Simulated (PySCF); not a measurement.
C₂H₂BF₃, SMILES F/C=C\B(F)F. The structure is a stationary point at PBE0-D3(BJ)/def2-SVP. The structure was generated by enumeration; whether it is a known compound was not checked. One conformer was computed; it need not be the lowest.

Problem. Give the equilibrium geometry at PBE0-D3(BJ)/def2-SVP (PySCF confirms it by a frequency run) as bond lengths and angles, and its point group. (An estimate is asked for; the answer gives what the named calculation found.)

Solution. One answer among several that fit: point group Cs.
Atoms: F1 C2 C3 B4 F5 F6 H7 H8. Bonds (Å): F1–C2 1.319, C2–C3 1.336, C2–H7 1.096, C3–B4 1.544, C3–H8 1.093, B4–F5 1.319, B4–F6 1.323. Bond angles (°): F1–C2–C3 123.5, F1–C2–H7 111.7, C3–C2–H7 124.9, C2–C3–B4 125.0, C2–C3–H8 115.4, B4–C3–H8 119.6, C3–B4–F5 123.1, C3–B4–F6 120.2, F5–B4–F6 116.7.
Charge 0, spin multiplicity 1.
